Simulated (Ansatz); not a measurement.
C$_{2}$H$_{6}$AlN (`C[CH]1[NH][AlH]1`). Total charge 0; spin multiplicity 1. All single points use the PBE0-D4/def2-TZVP geometry.

```xyz
10

C     0.748    0.406    1.036
C     0.405   -0.103   -0.341
N    -0.863    0.428   -0.951
Al   -1.060   -1.276   -0.795
H     1.602   -0.138    1.452
H     1.021    1.470    1.011
H    -0.089    0.302    1.732
H     1.269   -0.031   -1.010
H    -0.970    1.412   -1.132
H    -2.062   -2.470   -1.003
```

**Question.** What is the dipole moment at PBE/def2-TZVPP? (Best estimate.)

**Answer.** Ansatz gave: 0.48 D, with components (-0.23, -0.39, -0.15) D in this frame, pointing from negative to positive charge.

**Question.** And with r2SCAN, B3LYP, ωB97M-V? (Best estimate.)

**Answer.** Computed: r2SCAN 0.58 D, B3LYP 0.70 D, ωB97M-V 0.81 D.

**Question.** Give the Mulliken charges with PBE, ωB97M-V, r2SCAN in def2-TZVPP. (Best estimate.)

**Answer.** Ansatz gave: 
```tsv
atom	PBE	ωB97M-V	r2SCAN
C1	-0.23	-0.29	-0.10
C2	-0.02	-0.09	-0.03
N3	-0.32	-0.34	-0.43
Al4	0.25	0.36	0.43
H5	0.07	0.09	0.03
H6	0.07	0.09	0.03
H7	0.06	0.08	0.02
H8	0.06	0.08	0.03
H9	0.12	0.08	0.12
H10	-0.06	-0.06	-0.10
```

B3LYP here is the variant with VWN-RPA as its local correlation; programs differ in this.
